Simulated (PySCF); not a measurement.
# Electron correlation in F⁻ (fluorine, charge -1)

[Ne], closed-shell 1S. Computed with PySCF 2.14 in aug-cc-pVTZ (5s4p3d2f, 46 functions), with the non-relativistic Hamiltonian (point nucleus). Frozen: 1s2; 8 electrons correlated.

```csv
level,correlation energy (mhartree)
CCSD,-288.49
(T),-10.24
CCSD(T),-298.73
```

Diagnostics: T1 = 0.021, D1 = 0.0334, largest double amplitude 0.037.

Cost of the coupled-cluster step: about 1.1 core-seconds, for 8 correlated electrons.
